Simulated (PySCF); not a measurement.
**Finite-field polarisability of Sb (antimony, neutral)**

[Kr] 4d10 5s2 5p3, high-spin 4S determinant. All numbers are calculated (PySCF 2.14, a scalar-relativistic core potential, in aug-cc-pwCVTZ-PP with ECP28MDF (8s7p6d4f1g, 96 functions)). Frozen: 4s2 4p6 4d10. Energy changes in a uniform field (μhartree):

```tsv
axis	F (au)	HF	MP2	CCSD	CCSD(T)
x	0.0021	-97.656	-97.335	-97.429	-97.625
x	0.0042	-390.897	-389.616	-389.990	-390.780
```

Q: Derive α along x at CCSD(T) from the two fields.

A: With ΔE = −αF²/2 − γF⁴/24, α = −(16 ΔE(F) − ΔE(2F))/(6F²) = 44.26 bohr³.

Q: And the mean polarisability at each level?

A: HF 44.28, MP2 44.13, CCSD 44.17, CCSD(T) 44.26 bohr³. Reference: 43 ± 2 bohr³ (recommended; Schwerdtfeger and Nagle, table of static dipole polarizabilities (2023 update)).
